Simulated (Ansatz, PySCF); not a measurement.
Noncovalent pair: C2H2 (SMILES C#C) (first 4 atoms) with CH3NO (SMILES NC=O); geometry from B3LYP-D3(BJ)/def2-TZVP, rigid monomers moved along the line of their centres of mass till H4···O7 is 2.01 Å.
(charge 0, multiplicity 1):
```
atom    x (Å)    y (Å)    z (Å)
----  -------  -------  -------
C     -0.0471   0.5566  -0.6018
C      0.3104  -0.1962   0.2602
H     -0.3539   1.2080  -1.3834
H      0.6060  -0.8313   1.0689
N     -0.5325   0.9392   3.0648
C      0.0287  -0.1406   3.6517
O      0.5807  -1.0496   3.0651
H     -0.5126   1.0362   2.0598
H     -0.9723   1.6530   3.6177
H     -0.0620  -0.1232   4.7522
```

Counterpoise-corrected where a basis set is named; no monomer relaxation. Rows marked so take none.

Frozen-core correlation. Rows in 6-311+G**, 6-31G* carry no dispersion term and start afresh at each structure (6-31G* with six Cartesian d functions).

Codes used: Ansatz (Gaussian basis) for Hartree–Fock, density functionals and correlated methods; PySCF for 6-311+G** rows, 6-31G* rows, the dispersion terms. 

| level | interaction energy (kcal/mol) |
|---|---|
| PBE-D4/def2-TZVPPD | -4.45 |
| r2SCAN-D4/def2-TZVPPD | -4.39 |
| B3LYP/6-31G* (no counterpoise) | -5.17 |
| B3LYP/6-311+G** (no counterpoise) | -2.38 |
| B3LYP-D3(BJ)/def2-TZVPPD | -4.42 |
| B3LYP-D4/def2-TZVPPD | -4.25 |
| PBE0/def2-TZVPPD | -3.49 |
| MP2/aug-cc-pVDZ | ? |
| SCS-MP2/aug-cc-pVDZ | ? |

Task: Fill in the missing entries.

Result: 
- MP2/aug-cc-pVDZ, interaction energy (kcal/mol): -2.88
- SCS-MP2/aug-cc-pVDZ, interaction energy (kcal/mol): -1.91

Ansatz is an electronic-structure program.
